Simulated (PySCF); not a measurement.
**Basis-set dependence of population analyses: `C=N[Si@@H](O)P`**

Compound: CH6NOPSi.
Z-matrix (Å and degrees, PBE0-D3(BJ)/def2-SVP geometry), rows numbered from 1:
```
C 
N   1  1.2620
Si  2  1.7524  1  126.19
O   3  1.6585  2  107.80  1   129.25
P   3  2.2610  2  108.23  1  -109.20
H   1  1.1066  2  120.65  3   179.45
H   1  1.1120  2  124.55  3    -0.52
H   3  1.4936  2  113.73  1    11.79
H   4  0.9624  3  115.75  2    42.61
H   5  1.4299  3   92.80  2   -31.59
H   5  1.4308  3   91.53  2    61.77
```

PBE0 throughout (PySCF), one geometry, spherical d and f functions. Geometry: PBE0-D3(BJ)/def2-SVP, one conformer, isolated molecule. The first 7 of 10 kinds of atom are listed.

Mulliken charges (e):

```tsv
basis	functions	C1	N2	Si3	O4	P5	H6	H7
STO-3G	39	-0.055	-0.407	+0.713	-0.432	+0.129	+0.077	+0.058
6-31G	65	-0.112	-0.551	+0.936	-0.778	-0.123	+0.176	+0.148
pcSseg-0	65	-0.094	-0.819	+1.172	-0.815	-0.405	+0.232	+0.204
6-31G*	90	-0.148	-0.414	+0.742	-0.720	-0.229	+0.172	+0.155
cc-pVDZ	108	+0.064	-0.307	+0.498	-0.346	-0.166	+0.052	+0.037
def2-SVP	108	+0.046	-0.361	+0.620	-0.400	-0.154	+0.061	+0.046
aug-cc-pVDZ	177	+0.626	-0.471	+0.857	-0.732	-0.995	-0.248	-0.227
6-311+G(2d,p)	187	-0.190	-0.421	+0.895	-0.652	-0.250	+0.125	+0.114
def2-TZVP	203	-0.115	-0.262	+0.477	-0.521	-0.274	+0.124	+0.103
cc-pVTZ	242	-0.051	-0.245	+0.441	-0.355	-0.188	+0.103	+0.070
IGLO-III	253	-0.010	-0.521	+1.026	-0.631	-0.066	+0.113	+0.074
```

IAO charges (e):

```json
{"basis": "STO-3G", "functions": "39", "C1": "-0.145", "N2": "-0.427", "Si3": "+0.866", "O4": "-0.570", "P5": "+0.037", "H6": "+0.122", "H7": "+0.092"}
{"basis": "6-31G", "functions": "65", "C1": "-0.100", "N2": "-0.504", "Si3": "+0.919", "O4": "-0.733", "P5": "-0.150", "H6": "+0.155", "H7": "+0.114"}
{"basis": "pcSseg-0", "functions": "65", "C1": "-0.083", "N2": "-0.509", "Si3": "+0.936", "O4": "-0.713", "P5": "-0.189", "H6": "+0.145", "H7": "+0.107"}
{"basis": "6-31G*", "functions": "90", "C1": "-0.068", "N2": "-0.539", "Si3": "+1.052", "O4": "-0.767", "P5": "-0.134", "H6": "+0.139", "H7": "+0.106"}
{"basis": "cc-pVDZ", "functions": "108", "C1": "-0.072", "N2": "-0.525", "Si3": "+1.042", "O4": "-0.765", "P5": "-0.143", "H6": "+0.137", "H7": "+0.103"}
{"basis": "def2-SVP", "functions": "108", "C1": "-0.065", "N2": "-0.527", "Si3": "+1.050", "O4": "-0.762", "P5": "-0.137", "H6": "+0.133", "H7": "+0.101"}
{"basis": "aug-cc-pVDZ", "functions": "177", "C1": "-0.074", "N2": "-0.537", "Si3": "+1.054", "O4": "-0.789", "P5": "-0.149", "H6": "+0.143", "H7": "+0.107"}
{"basis": "6-311+G(2d,p)", "functions": "187", "C1": "-0.073", "N2": "-0.548", "Si3": "+1.082", "O4": "-0.798", "P5": "-0.139", "H6": "+0.143", "H7": "+0.108"}
{"basis": "def2-TZVP", "functions": "203", "C1": "-0.072", "N2": "-0.548", "Si3": "+1.095", "O4": "-0.798", "P5": "-0.141", "H6": "+0.141", "H7": "+0.108"}
{"basis": "cc-pVTZ", "functions": "242", "C1": "-0.074", "N2": "-0.543", "Si3": "+1.083", "O4": "-0.794", "P5": "-0.148", "H6": "+0.141", "H7": "+0.107"}
{"basis": "IGLO-III", "functions": "253", "C1": "-0.074", "N2": "-0.548", "Si3": "+1.089", "O4": "-0.801", "P5": "-0.137", "H6": "+0.142", "H7": "+0.108"}
```

Hirshfeld charges (e):

```json
{"basis": "STO-3G", "functions": "39", "C1": "+0.022", "N2": "-0.268", "Si3": "+0.465", "O4": "-0.265", "P5": "+0.063", "H6": "+0.021", "H7": "+0.008"}
{"basis": "6-31G", "functions": "65", "C1": "+0.037", "N2": "-0.269", "Si3": "+0.383", "O4": "-0.325", "P5": "-0.032", "H6": "+0.055", "H7": "+0.045"}
{"basis": "pcSseg-0", "functions": "65", "C1": "+0.030", "N2": "-0.253", "Si3": "+0.408", "O4": "-0.324", "P5": "-0.034", "H6": "+0.050", "H7": "+0.038"}
{"basis": "6-31G*", "functions": "90", "C1": "+0.039", "N2": "-0.251", "Si3": "+0.353", "O4": "-0.301", "P5": "-0.042", "H6": "+0.051", "H7": "+0.045"}
{"basis": "cc-pVDZ", "functions": "108", "C1": "+0.029", "N2": "-0.232", "Si3": "+0.366", "O4": "-0.295", "P5": "-0.029", "H6": "+0.048", "H7": "+0.040"}
{"basis": "def2-SVP", "functions": "108", "C1": "+0.030", "N2": "-0.237", "Si3": "+0.373", "O4": "-0.301", "P5": "-0.024", "H6": "+0.048", "H7": "+0.041"}
{"basis": "aug-cc-pVDZ", "functions": "177", "C1": "+0.024", "N2": "-0.250", "Si3": "+0.386", "O4": "-0.311", "P5": "-0.025", "H6": "+0.054", "H7": "+0.047"}
{"basis": "6-311+G(2d,p)", "functions": "187", "C1": "+0.027", "N2": "-0.254", "Si3": "+0.381", "O4": "-0.310", "P5": "-0.021", "H6": "+0.053", "H7": "+0.047"}
{"basis": "def2-TZVP", "functions": "203", "C1": "+0.027", "N2": "-0.247", "Si3": "+0.376", "O4": "-0.308", "P5": "-0.027", "H6": "+0.052", "H7": "+0.046"}
{"basis": "cc-pVTZ", "functions": "242", "C1": "+0.026", "N2": "-0.242", "Si3": "+0.377", "O4": "-0.305", "P5": "-0.029", "H6": "+0.052", "H7": "+0.045"}
{"basis": "IGLO-III", "functions": "253", "C1": "+0.021", "N2": "-0.248", "Si3": "+0.379", "O4": "-0.309", "P5": "-0.017", "H6": "+0.053", "H7": "+0.045"}
```

ESP-fitted charges (e):

```csv
basis,functions,C1,N2,Si3,O4,P5,H6,H7
STO-3G,39,+0.199,-0.548,+0.856,-0.574,-0.279,+0.004,-0.007
6-31G,65,+0.366,-0.787,+1.036,-0.874,-0.488,+0.037,-0.009
pcSseg-0,65,+0.309,-0.773,+1.147,-0.846,-0.565,+0.052,+0.010
6-31G*,90,+0.223,-0.647,+0.866,-0.711,-0.403,+0.067,+0.019
cc-pVDZ,108,+0.212,-0.598,+0.808,-0.652,-0.351,+0.063,+0.011
def2-SVP,108,+0.262,-0.638,+0.856,-0.675,-0.373,+0.046,+0.004
aug-cc-pVDZ,177,+0.222,-0.633,+0.824,-0.660,-0.332,+0.068,+0.017
"6-311+G(2d,p)",187,+0.214,-0.641,+0.839,-0.694,-0.330,+0.073,+0.023
def2-TZVP,203,+0.211,-0.625,+0.831,-0.678,-0.330,+0.070,+0.020
cc-pVTZ,242,+0.205,-0.614,+0.812,-0.649,-0.330,+0.071,+0.020
IGLO-III,253,+0.217,-0.619,+0.781,-0.653,-0.304,+0.068,+0.020
```

Problem. Which scheme is steadiest as the basis changes?

Solution. Largest range over the bases for any column: Hirshfeld 0.11 e, IAO 0.23 e, ESP-fitted 0.37 e, Mulliken 1.12 e. Hirshfeld charges move least and Mulliken charges most, counted in e. Without the minimal STO-3G basis the ranges are Hirshfeld 0.06, IAO 0.18, ESP-fitted 0.37, Mulliken 0.93 e.

Problem. How much do the charges still move between the two largest bases, cc-pVTZ and IGLO-III?

Solution. At most, over all atoms: Mulliken 0.585 e, IAO 0.011 e, Hirshfeld 0.012 e, ESP-fitted 0.031 e.

Problem. What do the same runs give for the total energy, the frontier levels and the dipole moment?

Solution. 
```json
{"basis": "STO-3G", "energy (Eh)": "-792.6391", "HOMO (eV)": "-3.87", "LUMO (eV)": "2.75", "μ (D)": "0.86"}
{"basis": "6-31G", "energy (Eh)": "-801.9361", "HOMO (eV)": "-7.19", "LUMO (eV)": "-1.10", "μ (D)": "3.08"}
{"basis": "pcSseg-0", "energy (Eh)": "-800.9471", "HOMO (eV)": "-7.28", "LUMO (eV)": "-1.24", "μ (D)": "3.25"}
{"basis": "6-31G*", "energy (Eh)": "-802.0769", "HOMO (eV)": "-7.16", "LUMO (eV)": "-0.87", "μ (D)": "2.37"}
{"basis": "cc-pVDZ", "energy (Eh)": "-802.1281", "HOMO (eV)": "-7.11", "LUMO (eV)": "-0.90", "μ (D)": "2.10"}
{"basis": "def2-SVP", "energy (Eh)": "-801.7981", "HOMO (eV)": "-7.19", "LUMO (eV)": "-1.00", "μ (D)": "2.19"}
{"basis": "aug-cc-pVDZ", "energy (Eh)": "-802.1507", "HOMO (eV)": "-7.30", "LUMO (eV)": "-1.24", "μ (D)": "2.11"}
{"basis": "6-311+G(2d,p)", "energy (Eh)": "-802.2074", "HOMO (eV)": "-7.35", "LUMO (eV)": "-1.27", "μ (D)": "2.16"}
{"basis": "def2-TZVP", "energy (Eh)": "-802.2267", "HOMO (eV)": "-7.29", "LUMO (eV)": "-1.17", "μ (D)": "2.09"}
{"basis": "cc-pVTZ", "energy (Eh)": "-802.2238", "HOMO (eV)": "-7.26", "LUMO (eV)": "-1.10", "μ (D)": "2.06"}
{"basis": "IGLO-III", "energy (Eh)": "-802.2289", "HOMO (eV)": "-7.31", "LUMO (eV)": "-1.20", "μ (D)": "1.99"}
```

The dipole is fixed by the density alone, so its range of 2.39 D shows that the density itself changes with the basis, not only its division among atoms.
